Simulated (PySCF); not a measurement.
Lowest empty level (eV) of eight silicon and germanium compounds: PBE beside PBE0, computed with PySCF for isolated molecules in the bases named; differences from unrounded values. The eight are the first of their class met in an unordered collection, after screening for sound electronic states; none was chosen by its value. Each molecule has one DFT geometry for both levels.

```
molecule                                                  basis   PBE0    PBE  difference
----------------------------------------------------  ---------  -----  -----  ----------
CH₆O₂SSi, SMILES CS[SiH](O)O                          def2-TZVP   0.17  -0.75       -0.91
Si(Me)(OH)(NH2)2 (CH₈N₂OSi), SMILES C[Si](N)(N)O      def2-TZVP   0.68  -0.15       -0.82
Cl₂FH₃Si₂, SMILES F[SiH2][SiH](Cl)Cl                  def2-TZVP  -1.29  -2.14       -0.85
CHCl₂NO₂Si, SMILES O=C=N[Si](O)(Cl)Cl                 def2-TZVP  -0.12  -1.10       -0.98
C3H7NSi, SMILES C#CCN[SiH3]                           def2-TZVP   0.20  -0.69       -0.89
2,5-dihydro-1H-silole (C4H8Si), SMILES C1C[SiH2]CC=1  def2-TZVP   0.46  -0.60       -1.06
CH8N2OSi2, SMILES N[Si@]1(O)CN[SiH2]1                 def2-TZVP   0.05  -0.77       -0.82
Si(H)(Me)3 (C3H10Si), SMILES C[SiH](C)C               def2-TZVP   1.07   0.30       -0.76
```

PBE lies below PBE0 in 8 and above it in 0 of the eight; the mean signed difference is -0.89 and the largest -1.06 eV.
